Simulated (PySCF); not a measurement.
Deuteron quadrupole couplings in `C[SiH2]P([SiH3])[SiH2]C`

Compound: C2H13PSi3.
Structure used (GFN2-xTB), in Å, numbered top down from 1:
```
atom  x, y, z in Å
C1    -2.249   -2.163    0.247
Si2   -2.087   -0.284    0.050
P3    -0.103    0.176   -0.859
Si4   -0.022    2.384   -0.628
Si5    1.297   -0.527    0.732
C6     3.034    0.139    0.358
H7    -3.268   -2.438    0.501
H8    -1.983   -2.675   -0.674
H9    -1.596   -2.534    1.032
H10   -2.277    0.368    1.355
H11   -3.089    0.241   -0.883
H12   -0.103    2.827    0.768
H13   -1.147    2.937   -1.378
H14    1.250    2.829   -1.196
H15    0.885   -0.103    2.080
H16    1.278   -1.993    0.680
H17    3.335   -0.114   -0.655
H18    3.765   -0.282    1.040
H19    3.072    1.221    0.453
```

Level: PBE0/pcSseg-1 (PySCF, non-relativistic); Q(2H) = 0.00286 b; rigid geometry, the same for H and D, with no vibrational averaging.

Tabulate Vzz, the asymmetry η and χzz = 234.96 MHz × Q × Vzz for every hydrogen position.

| atom | bonded to | bond length (Å) | Vzz (au) | η | χzz (kHz) |
| --- | --- | --- | --- | --- | --- |
| H7 | C1 | 1.086 | 0.3261 | 0.01 | 219 |
| H8 | C1 | 1.087 | 0.3223 | 0.01 | 217 |
| H9 | C1 | 1.087 | 0.3231 | 0.01 | 217 |
| H10 | Si2 | 1.471 | 0.1580 | 0.01 | 106 |
| H11 | Si2 | 1.466 | 0.1609 | 0.02 | 108 |
| H12 | Si4 | 1.466 | 0.1609 | 0.00 | 108 |
| H13 | Si4 | 1.461 | 0.1653 | 0.01 | 111 |
| H14 | Si4 | 1.462 | 0.1643 | 0.01 | 110 |
| H15 | Si5 | 1.472 | 0.1571 | 0.01 | 106 |
| H16 | Si5 | 1.467 | 0.1603 | 0.02 | 108 |
| H17 | C6 | 1.086 | 0.3226 | 0.01 | 217 |
| H18 | C6 | 1.085 | 0.3262 | 0.01 | 219 |
| H19 | C6 | 1.087 | 0.3231 | 0.01 | 217 |

Average by the element that carries the hydrogen.

on C: 218 kHz over 6 positions, mean bond length 1.086 Å; on Si: 108 kHz over 7 positions, mean bond length 1.467 Å.

How does χzz go with the bond length over the 7 Si–H bonds?

A straight-line fit has a slope of -5.0 kHz for each 0.01 Å, with a correlation coefficient of -1.00, over lengths from 1.461 to 1.472 Å. The longer bonds have the smaller couplings here.

Geometry: GFN2-xTB, one conformer, isolated molecule. GFN2-xTB bond lengths can be off by several hundredths of an ångström, more for odd bonds, and the gradients follow them. These gradients aren't converged with respect to the basis.

The run behind these numbers computed NMR shieldings as well. On one thread, x86-64 server, shared host, this took 36 s.
